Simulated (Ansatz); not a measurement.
System: C4H9GeNO, charge 0, multiplicity 1. 
Geometry from a B3LYP-D3(BJ)/def2-TZVP (Ansatz, a program for electronic structure) optimisation:
```xyz
16

C     -0.9128    -0.9688     1.6440
Ge    -0.3600     0.3548     0.3121
C      1.0185     1.5704     0.9855
C     -1.8705     1.2951    -0.4917
N      0.4098    -0.5967    -1.0987
C      1.2968    -1.3466    -1.3890
O      2.1440    -2.0811    -1.7364
H     -0.0464    -1.5177     2.0124
H     -1.3980    -0.4745     2.4867
H     -1.6139    -1.6753     1.2008
H      1.3571     2.2308     0.1878
H      1.8714     1.0038     1.3584
H      0.6196     2.1780     1.7988
H     -2.3927     1.8874     0.2604
H     -1.5196     1.9596    -1.2807
H     -2.5696     0.5791    -0.9226
```

Wanted: vertical triplet-singlet gap (E(triplet) - E(singlet); each state is the SCF solution reached for its spin; the UHF <S^2> is 2.15 for the triplet (pure: 2.00)), in eV. Correlated levels leave the core frozen unless marked. Open shells are spin-unrestricted. No spin-orbit coupling. Frozen are the shells of the preceding noble gas and the d and f shells that filled before the atom's block. No relativistic terms. 

```csv
level,program,vertical triplet-singlet gap (eV)
SVWN5/def2-TZVPD,Ansatz,6.16
PBE/def2-TZVPD,Ansatz,6.13
r2SCAN/def2-TZVPD,Ansatz,6.34
B3LYP/def2-TZVPD,Ansatz,6.38
PBE0/def2-TZVPD,Ansatz,6.42
BHLYP/def2-TZVPD,Ansatz,6.48
CAM-B3LYP/def2-TZVPD,Ansatz,6.51
wB97M-V/def2-TZVPD,Ansatz,6.73
wB97X-V/def2-TZVPD,Ansatz,6.72
B2PLYP/def2-TZVPD,Ansatz,6.77
RI-MP2/aug-cc-pVTZ,Ansatz,7.52
SCS-MP2/aug-cc-pVDZ,Ansatz,7.55
CCSD/aug-cc-pVDZ,Ansatz,6.76
CCSD(T)/aug-cc-pVDZ,Ansatz,6.74
```
